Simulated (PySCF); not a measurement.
C3H2F3, SMILES C=C([C](F)F)F (connectivity only; charge and spin as stated), charge +1, multiplicity 1. Geometry: PBE0-D3(BJ)/def2-SVP. The spin state was assumed, not searched. The isomer is the one that the SMILES or the coordinates give; other isomers of the formula were not compared. The values are those of a single conformer.

Computed with PBE0-D3(BJ)/def2-SVP (PySCF).

Harmonic wavenumbers (cm⁻¹): 120, 236, 383, 388, 531, 603, 680, 781, 849, 974, 1040, 1304, 1411, 1597, 1620, 1681, 3178, 3300. Rotational constants (GHz): 5.570, 3.485, 2.144; symmetry number 1.

**Question.** Work out the zero-point energy and the ideal-gas rigid-rotor harmonic-oscillator thermochemistry at 298.15 K and 1 atm.

**Answer.** ZPE = ½ Σ hcν = ½ × 20676 cm⁻¹ = 123.67 kJ/mol. H − E(el) = 140.36 kJ/mol. Entropy in J/(mol K): translation 165.55, rotation 110.66, vibration 37.50, total 313.70. G − E(el) = 46.83 kJ/mol. Cp = 84.23 J/(mol K). Modes under 150 cm⁻¹ make the vibrational entropy uncertain.
